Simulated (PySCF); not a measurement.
A PySCF script (with the pyscf-properties extension) for the NMR shieldings of SMILES N[Si@@H]1OC[SiH2]O1, CH7NO2Si2, on a GFN2-xTB geometry:

```python
import basis_set_exchange as bse
import numpy as np
from pyscf import gto, dft
from pyscf.prop import nmr

atoms = """
N     2.229964   -0.392084   -0.693566
Si    0.878351   -0.672460    0.327135
O    -0.413474   -1.086264   -0.564614
C    -1.552327   -0.242325   -0.500772
Si   -1.078820    1.278049    0.578750
O     0.414469    0.778407    0.962386
H     2.484168   -1.128911   -1.329721
H     3.054658   -0.005185   -0.266247
H     1.022584   -1.568291    1.466775
H    -2.375987   -0.828433   -0.081806
H    -1.827214    0.016173   -1.526747
H    -1.859254    1.344792    1.808379
H    -0.981505    2.507019   -0.197678
"""
names = dict.fromkeys(["N", "Si", "O", "C", "H"], "pcSseg-1")
basis = {el: gto.basis.parse(bse.get_basis(n, elements=[el], fmt="nwchem")) for el, n in names.items()}
mol = gto.M(atom=atoms, basis=basis, charge=0, verbose=0)
mf = dft.RKS(mol, xc="PBE0")
mf.grids.level = 2
mf.grids.alignment = dft.numint.BLKSIZE   # the property module wants whole blocks of grid points
mf.conv_tol = 1e-9
mf.kernel()

calc = nmr.RKS(mf)   # GIAO
C = mf.mo_coeff
Co = C[:, mf.mo_occ > 0]
resp = mf.gen_response(singlet=True, hermi=2)
def vind(x):   # induced exchange potential for any number of trial vectors
    d = np.einsum("pi,xij,qj->xpq", C, 2 * x.reshape(-1, C.shape[1], Co.shape[1]), Co, optimize=True)
    return np.einsum("xpq,pi,qj->xij", resp(d - d.transpose(0, 2, 1)), C, Co, optimize=True).ravel()
mo1, _ = nmr.rhf.solve_mo1(calc, with_cphf=vind)
sigma = calc.kernel(mo1)
for i, s in enumerate(sigma):   # ppm
    w = np.linalg.eigvalsh((s + s.T) / 2)
    print("%2d %-2s iso %8.1f  s11 %8.1f  s22 %8.1f  s33 %8.1f" % (i, mol.atom_pure_symbol(i), w.mean(), *w))
```

Task: What does it print?

Result: 
```
 0 N  iso    234.6  s11    213.7  s22    222.8  s33    267.3
 1 Si iso    371.1  s11    337.1  s22    379.7  s33    396.3
 2 O  iso    308.8  s11    249.2  s22    312.8  s33    364.4
 3 C  iso    132.4  s11     95.4  s22    110.7  s33    191.0
 4 Si iso    369.4  s11    342.2  s22    345.6  s33    420.5
 5 O  iso    272.3  s11    212.6  s22    282.2  s33    322.2
 6 H  iso     30.9  s11     24.1  s22     26.6  s33     41.9
 7 H  iso     30.8  s11     24.0  s22     26.7  s33     41.8
 8 H  iso     26.8  s11     22.9  s22     24.1  s33     33.3
 9 H  iso     27.6  s11     23.0  s22     25.5  s33     34.5
10 H  iso     27.5  s11     23.1  s22     25.4  s33     34.1
11 H  iso     26.6  s11     23.3  s22     24.0  s33     32.6
12 H  iso     26.6  s11     23.2  s22     24.1  s33     32.5
```

These numbers come from an equivalent density-fitted implementation of the same equations, which agrees with the script to about 0.01 ppm for H and up to a few tenths of a ppm for heavy atoms, so last digits may differ.

Size and cost of the density-fitted run: 151 basis functions, 31 s wall time on 1 thread of an Arm Neoverse N1, shared host; peak memory 0.71 GiB.
